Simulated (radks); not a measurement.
Results of a calculation; reference values are marked as such.
The mean radii <r> (bohr) of the occupied orbitals of an atom or ion are listed with their occupations. Code: a radial shooting solver on a logarithmic mesh with Libxc functionals. Model: scalar-relativistic Kohn-Sham, PBE, spin-unpolarised, spherical densities, point nucleus.

| orbital | occ. | <r> |
|---|---|---|
| 1s | 2 | 0.06588 |
| 2s | 1 | 0.2736 |

Name the element and its charge.

Answer. Z = 23, vanadium, charge +20: V20+ in [He] 2s1. The 1s radius gives Z: for a bare nucleus <r> = (2 gamma + 1)/(2Z) with gamma = sqrt(1 - (Z/c)^2), 0.0646 bohr for Z = 23, and screening makes it slightly larger (0.06588 here). The occupations add up to 3, and the charge is Z minus that.
